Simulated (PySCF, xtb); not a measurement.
C3H5BO2, SMILES C=CB(O)C=O.

GFN2-xTB in xtb at its own geometry gives an orbital gap of 2.16 eV and a dipole moment of 1.64 D.

The structure is a stationary point at r2SCAN-D4/def2-SVP. The structure was generated by enumeration, and PubChem lists no compound with its InChIKey, so it may never have been made. One conformer was computed; it need not be the lowest.

Q: What does r2SCAN/def2-TZVP (PySCF) give? (The exact figures need the calculation; the answer reports its results.)

A: gap 2.71 eV (levels -6.15 and -3.44 eV), dipole 2.00 D.
